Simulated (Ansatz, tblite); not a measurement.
Removing an electron: [CrO3Cl]- (CrClO₃⁻). Total charge -1; singlet. Geometry: PBE0-D4/def2-SVPD. Ansatz, gas phase; energy differences of separate SCF runs; the oxidised species was run as a doublet alone.

```xyz
5

Cr    0.0939    0.1088    0.0785
O    -0.1357   -0.0932    1.6235
O     1.5898   -0.1795   -0.3210
O    -0.3563    1.5452   -0.3846
Cl   -1.1917   -1.3813   -0.9964
```

The xTB rows come from tblite. HOMO above LUMO, or a gap near zero within one spin, warns that the state may not be the lowest or that an electron is smeared out.

```
               level  −HOMO (eV)  vertical IE (eV)  −LUMO (eV)  HOMO–LUMO gap (eV)                                                                              remarks
            GFN1-xTB        9.19             12.21        5.79                3.40                                                                                    –
            GFN2-xTB        7.38             10.62        3.71                3.67                                                                                    –
   PBE-D4/def2-TZVPD        1.90              5.15       -1.28                3.19                                              gap within one spin near zero (doublet)
r2SCAN-D4/def2-TZVPD        2.25              5.31       -1.24                3.49                                           restricted SCF unstable in HF (-1 singlet)
  PBE0-D4/def2-TZVPD        3.54              5.50       -2.09                5.62  restricted SCF unstable in HF (-1 singlet), spin-contaminated (⟨S²⟩ 0.85) (doublet)
```

Relaxing the oxidised species (PBE0-D4/def2-SVPD) changes its energy by -0.31 eV at PBE0-D4/def2-TZVPD, so the adiabatic ionisation energy to this nearest minimum is 5.18 eV. At PBE-D4/def2-TZVPD it is 5.03 eV. The relaxed charge 0 doublet is spin-contaminated (final ⟨S²⟩ up to 0.89, 0.75 for a pure state).  Run but left out: HF/def2-SVPD, MP2/def2-SVPD, CCSD/def2-SVPD, CCSD(T)/def2-SVPD (flagged by the program: large difference).  Raw xTB energy differences between charge states are shifted by several eV; the methods need an empirical correction for them.
